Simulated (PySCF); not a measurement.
## Excitation energy of Sr by level of theory

Sr [Kr] 5s2 (1S) → Sr [Kr] 5p2 (3P), as a difference of total energies. Computed with PySCF 2.14 in aug-cc-pwCVTZ-X2C with one added diffuse shell each of s, p, d, f type (11s10p8d4f, 109 functions), with the spin-free X2C one-electron Hamiltonian (Gaussian nucleus). Correlated levels: valence: [Kr] frozen. The calculations carry no spin-orbit coupling.

```csv
method,excitation energy (eV),error (eV)
UHF,3.877,-0.528
MP2 (valence),4.267,-0.138
SCS-MP2 (valence),4.454,+0.049
CCSD (valence),4.135,-0.270
```

Reference: 4.405 eV (measured; NIST levels, between the centres of gravity of the two terms).

Errors of the correlated levels include the incompleteness of this basis and the frozen core.

With two correlated electrons CCSD is exact in that space.

The coupled-cluster amplitudes are large for the upper state (T1 above 0.03 or a double amplitude above 0.15), so a single reference is strained.
